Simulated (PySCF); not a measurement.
H4O2Sn, SMILES `[OH][SnH2][OH]` (H–O–Sn–O torsion -105°, O–Sn–O–H torsion 52°), neutral singlet in the gas phase. 

Cartesian coordinates (Å):
SMILES: [OH][SnH2][OH]
```xyz
7

O      1.5106    -0.7228    -0.2398
Sn    -0.0157     0.5537    -0.1231
O     -1.6843    -0.4846    -0.4221
H      1.8628    -0.9247     0.6432
H      0.0637     1.5891    -1.4775
H     -0.0084     1.2494     1.4568
H     -1.7288    -1.2601     0.1626
```
Charge 0, spin multiplicity 1.

All levels are single points at this geometry (PBE-D3(BJ)/def2-TZVP); Pople sets use spherical d functions. Orbital energies aren't observables, and empty levels follow the basis.

| level | HOMO (eV) | LUMO (eV) | gap (eV) | dipole (D) | vertical IE, Delta-SCF (eV) |
|---|---|---|---|---|---|
| PBE-D3(BJ)/def2-TZVP in PySCF | -6.77 | -1.55 | 5.22 | 2.48 | 10.09 |
| B3LYP/LANL2DZ in PySCF | -7.98 | -0.71 | 7.27 | 3.54 | – |
| BP86/6-31G* (LANL2DZ on Sn) in PySCF | -6.46 | -1.09 | 5.38 | 2.71 | – |
| M06-2X/6-31G* (LANL2DZ on Sn) in PySCF | -9.78 | 0.71 | 10.49 | 2.98 | – |
| PBE/6-31G* (LANL2DZ on Sn) in PySCF | -6.34 | -1.03 | 5.31 | 2.69 | – |
| HF/6-31G* (LANL2DZ on Sn) in PySCF | -12.33 | 2.94 | 15.27 | 3.30 | – |
